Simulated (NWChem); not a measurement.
System meant: CoBrF, quartet; SMILES [F][Co][Br]

The following NWChem deck was run.

```
start job
memory heap 200 mb stack 900 mb global 1100 mb
geometry units angstroms noautoz
  Co     0.000000     0.000000     0.856854
  F      0.000000     0.000000     2.565479
  Br     0.000000     0.000000    -1.396614
end
basis spherical
  * library def2-svp
end
dft
  odft
  mult 4
  xc pbe0
  iterations 4
  mulliken
end
task dft energy
```

End of the output:

```
     --------------------------
     Expectation value of S2:
     --------------------------
      <S2> =      3.7562 (Exact =     3.7500)

 center of mass
 --------------
 x =   0.00000000 y =   0.00000000 z =  -0.07743377

 moments of inertia (a.u.)
 ------------------
        1154.237516728882           0.000000000000           0.000000000000
           0.000000000000        1154.237516728882           0.000000000000
           0.000000000000           0.000000000000           0.000000000000

     Multipole analysis of the density
     ---------------------------------

     L   x y z        total         alpha         beta         nuclear
     -   - - -        -----         -----         ----         -------
     0   0 0 0     -0.000000    -37.000000    -34.000000     71.000000

     1   1 0 0     -0.000000     -0.000000     -0.000000      0.000000
     1   0 1 0     -0.000000      0.000000     -0.000000      0.000000
     1   0 0 1      0.124441     -2.461901      2.586342      0.000000

     2   2 0 0    -25.937945    -13.833566    -12.104379      0.000000
     2   1 1 0     -0.000000     -0.000000     -0.000000      0.000000
     2   1 0 1     -0.000000     -0.000000     -0.000000      0.000000
     2   0 2 0    -25.937945    -13.833566    -12.104379      0.000000
     2   0 1 1     -0.000000      0.000000     -0.000000      0.000000
     2   0 0 2    -34.095979   -287.224975   -272.630382    525.759378

 ------------------------------------------------------------------------
 dft energy failed                                                                                  0
 ------------------------------------------------------------------------
 ------------------------------------------------------------------------
  current input line :
    18: task dft energy
 ------------------------------------------------------------------------
 ------------------------------------------------------------------------
 This type of error is most commonly associated with calculations not reaching convergence criteria
 ------------------------------------------------------------------------
 For more information see the NWChem manual at https://nwchemgit.github.io

0:dft energy failed:Received an Error in Communication
```

Find the fault in this run and fix the input.

The run did not converge; its last values are not results. Cause: the SCF was allowed too few iterations. This input runs:
```
start job
memory heap 200 mb stack 900 mb global 1100 mb
geometry units angstroms noautoz
  Co     0.000000     0.000000     0.856854
  F      0.000000     0.000000     2.565479
  Br     0.000000     0.000000    -1.396614
end
basis spherical
  Co library def2-svp
  F library def2-svp
  Br library def2-svp
end
dft
  odft
  mult 4
  xc pbe0
  iterations 150
  mulliken
end
task dft energy
```
It converges to -4055.62546 Ha (PBE0/def2-SVP, spin-unrestricted).
